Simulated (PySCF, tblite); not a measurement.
Isomers of C7H13NSi. Method: GFN2-xTB as coded in tblite; computed harmonic values from a numerical Hessian at the method's own geometry, unscaled. The method is semi-empirical: single wavenumbers can be off by several per cent or more. Modes of hydrogen on silicon can be 10 to 20 % off. One conformer each.

Electronic energies: PBE0/pcSseg-1 single points on the GFN2-xTB geometries (PySCF, gas phase).

| SMILES | electronic energy, lowest = 0 (kcal/mol) |
| --- | --- |
| [H]/N=C(\CC#C[SiH3])CCC | 35.8 |
| [H]/N=C\C(C)(C)[SiH2]C#CC | 29.4 |
| C#C[C@](C)(N[SiH3])C(=C)C | 44.7 |
| C#C[C@@](C)(C[SiH2]C)N=C | 50.3 |
| CC#C[C@H]1CCN([SiH3])C1 | 24.7 |
| C#C[C@](C)(N[SiH3])C1CC1 | 48.3 |
| CCC[Si@H]1C[C@@H](C#N)C1 | 0.0 |
| C=C/C(C)=N/[C@H]([SiH3])C=C | 34.9 |

**Question.** How do GFN2-xTB zero-point energies change the relative energies?

**Answer.** 
| SMILES | ZPE (kcal/mol) | of it from modes above 1550 cm⁻¹ | electronic (kcal/mol) | with ZPE, lowest = 0 (kcal/mol) | lowest mode (cm⁻¹) | rings |
| --- | --- | --- | --- | --- | --- | --- |
| CCC[Si@H]1C[C@@H](C#N)C1 | 114.2 | 58.1 | 0.0 | 0.0 | 26 | 1 |
| CC#C[C@H]1CCN([SiH3])C1 | 111.1 | 55.3 | 24.7 | 21.6 | 11 | 1 |
| [H]/N=C\C(C)(C)[SiH2]C#CC | 110.5 | 59.9 | 29.4 | 25.7 | 18i | 0 |
| C=C/C(C)=N/[C@H]([SiH3])C=C | 108.1 | 60.6 | 34.9 | 28.8 | 26 | 0 |
| [H]/N=C(\CC#C[SiH3])CCC | 110.0 | 58.7 | 35.8 | 31.6 | 17 | 0 |
| C#C[C@](C)(N[SiH3])C(=C)C | 108.6 | 60.0 | 44.7 | 39.1 | 41 | 0 |
| C#C[C@](C)(N[SiH3])C1CC1 | 109.4 | 57.6 | 48.3 | 43.5 | 43 | 1 |
| C#C[C@@](C)(C[SiH2]C)N=C | 109.3 | 60.1 | 50.3 | 45.3 | 55 | 0 |

The zero-point energies span 6.1 kcal/mol, from `C=C/C(C)=N/[C@H]([SiH3])C=C` to `CCC[Si@H]1C[C@@H](C#N)C1`. Slightly imaginary modes are left out of the zero-point energy: `[H]/N=C\C(C)(C)[SiH2]C#CC` 17.5i cm⁻¹. The order is unchanged.

**Question.** And how do the electronic energies of GFN2-xTB itself compare?

**Answer.** `CCC[Si@H]1C[C@@H](C#N)C1` 29.3; `CC#C[C@H]1CCN([SiH3])C1` 0.0; `[H]/N=C\C(C)(C)[SiH2]C#CC` 46.7; `C=C/C(C)=N/[C@H]([SiH3])C=C` 38.5; `[H]/N=C(\CC#C[SiH3])CCC` 38.6; `C#C[C@](C)(N[SiH3])C(=C)C` 31.9; `C#C[C@](C)(N[SiH3])C1CC1` 29.9; `C#C[C@@](C)(C[SiH2]C)N=C` 57.3 kcal/mol, lowest = 0. Against the energies above, taken from the same isomer `CCC[Si@H]1C[C@@H](C#N)C1`, the largest difference is 54.0 kcal/mol.

**Question.** What do entropy and thermal enthalpy add at 298.15 K and 1 bar (rigid rotor, harmonic oscillator, one conformer each)?

**Answer.** 
```json
{"SMILES": "CCC[Si@H]1C[C@@H](C#N)C1", "point group": "C1", "symmetry number": "1", "S (cal/(mol K))": "106.9", "H − H(0) (kcal/mol)": "7.69", "ZPE + H − H(0) − TS (kcal/mol)": "90.0"}
{"SMILES": "C=C/C(C)=N/[C@H]([SiH3])C=C", "point group": "C1", "symmetry number": "1", "S (cal/(mol K))": "111.7", "H − H(0) (kcal/mol)": "8.44", "ZPE + H − H(0) − TS (kcal/mol)": "83.3"}
{"SMILES": "C#C[C@](C)(N[SiH3])C(=C)C", "point group": "C1", "symmetry number": "1", "S (cal/(mol K))": "107.6", "H − H(0) (kcal/mol)": "8.42", "ZPE + H − H(0) − TS (kcal/mol)": "84.9"}
{"SMILES": "C#C[C@](C)(N[SiH3])C1CC1", "point group": "C1", "symmetry number": "1", "S (cal/(mol K))": "106.8", "H − H(0) (kcal/mol)": "8.13", "ZPE + H − H(0) − TS (kcal/mol)": "85.7"}
{"SMILES": "C#C[C@@](C)(C[SiH2]C)N=C", "point group": "C1", "symmetry number": "1", "S (cal/(mol K))": "109.4", "H − H(0) (kcal/mol)": "8.51", "ZPE + H − H(0) − TS (kcal/mol)": "85.1"}
```

Not tabulated: `CC#C[C@H]1CCN([SiH3])C1` (lowest mode only 11 cm⁻¹); `[H]/N=C\C(C)(C)[SiH2]C#CC` (lowest mode only 18i cm⁻¹); `[H]/N=C(\CC#C[SiH3])CCC` (lowest mode only 16 cm⁻¹).
